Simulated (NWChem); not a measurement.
C$_{6}$H$_{5}$, doublet; SMILES [c]1ccccc1

Program: NWChem. Spin-unrestricted. In the optimisation the excess spin sits in a1 (C2v, its own frame). Geometry: optimised at PBE0/def2-SVP, spin-unrestricted. Not confirmed as a minimum by frequencies. No stability test was run on the SCF state.

Predict the results for UHF/STO-3G. Quantities: highest occupied level (eV); lowest empty minus highest occupied level, either spin (eV); dipole (D); <S²>.


- highest occupied level (eV) = -7.16
- lowest empty minus highest occupied level, either spin (eV) = 14.11
- dipole (D) = 0.26
- <S²> = 0.810
